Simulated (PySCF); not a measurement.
# P⁺: excitation energy

P⁺ [Ne] 3s2 3p2 (3P) → P⁺ [Ne] 3s2 3p1 4s1 (3P), as a difference of total energies. All numbers are calculated (PySCF 2.14, the non-relativistic Hamiltonian (point nucleus), in aug-cc-pwCVTZ). Correlated levels: valence: [Ne] frozen; valence and next inner shell: 1s2 frozen; nothing frozen. The calculations carry no spin-orbit coupling.

```csv
method,excitation energy (eV)
UHF,10.529
MP2 (valence),10.704
SCS-MP2 (valence),10.673
MP2 (valence and next inner shell),10.707
SCS-MP2 (valence and next inner shell),10.679
MP2 (all electrons),10.710
SCS-MP2 (all electrons),10.680
```

Problem. How much does correlation contribute at MP2 (all electrons)?

Solution. 10.710 − (10.529) = 0.181 eV, measured against UHF.

Errors of the correlated levels include the incompleteness of this basis and the frozen core.

For comparison: 10.740 eV (measured; NIST levels, between the centres of gravity of the two terms).
